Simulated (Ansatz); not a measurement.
`FC(F)O[SiH3]` + `C=CN[SiH2]Cl` → `C=CN([SiH3])[SiH2]Cl` + `OC(F)F`  (ligand exchange at the Si–O bond)

Program: Ansatz. Geometries: PBE0-D4/def2-TZVP. ΔE: electronic, gas phase. CBS: MP2 limit from def2 TZ/QZ plus the TZ coupled-cluster correction, frozen cores. DFT in def2-TZVPP. B3LYP here is the variant with VWN-RPA as its local correlation; programs differ in this. Each species was taken in one conformer, which may not be the lowest.

CCSD(T)/CBS gives +0.43 eV.

Problem. Another level gave +0.48 eV. Which?
A. r2SCAN-D4/def2-TZVPP
B. MP2/def2-TZVPP
C. B3LYP/def2-TZVPP
D. HF/def2-TZVPP

Solution. A. r2SCAN-D4 0.48, HF/def2-TZVPP 0.69, MP2/def2-TZVPP 0.39, B3LYP 0.62 eV.

Largest T1 diagnostic among the species: 0.012.

The D4 term adds −0.14 eV with B3LYP and −0.07 eV with PBE0; it sums over pairs of atoms, weighted by their polarisabilities, and B3LYP, whose exchange is more repulsive, gets the larger term. In def2-TZVPP, CCSD(T) changes the Hartree–Fock value by −0.27 eV (the triples alone add −0.04 eV) and MP2 by −0.29 eV.
